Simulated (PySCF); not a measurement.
## Relaxation of singlet AsF₃

These are results of PySCF, PBE, basis As def2-TZVP, F def2-TZVP (no relativity, density fitting), not measurements. A (50,194) grid was used.

A hand-made trigonal pyramidal start, of C3v symmetry, held to at least that symmetry:

```xyz
4
charge 0 multiplicity 1, angstrom
As    0.0000    0.0000   -0.3752
F     1.6335    0.0000    0.4933
F    -0.8167    1.4146    0.4933
F    -0.8167   -1.4146    0.4933
```

Optimiser trace:
```json
{"step": "0", "E − E(last) (kJ/mol)": "37.33", "largest gradient (Eh/bohr)": "0.04749"}
{"step": "1", "E − E(last) (kJ/mol)": "1.30", "largest gradient (Eh/bohr)": "0.01001"}
{"step": "2", "E − E(last) (kJ/mol)": "0.02", "largest gradient (Eh/bohr)": "0.00081"}
{"step": "3", "E − E(last) (kJ/mol)": "0.00", "largest gradient (Eh/bohr)": "0.00035"}
{"step": "4", "E − E(last) (kJ/mol)": "0.00", "largest gradient (Eh/bohr)": "0.00004"}
```

It ends at C3v with As–F 1.746 Å (×3); F–As–F 96.4° (×3) (after a last refinement on a finer grid). A frequency run shows a minimum. Other isomers or separated fragments may lie lower.

The relaxation took 9.8 s on 4 threads of a shared Arm Neoverse V1 host, with 141 basis functions and 6 gradients; the process peaked at 0.71 GiB. Launch command: `OMP_NUM_THREADS=4 python axn.py task.json out`.
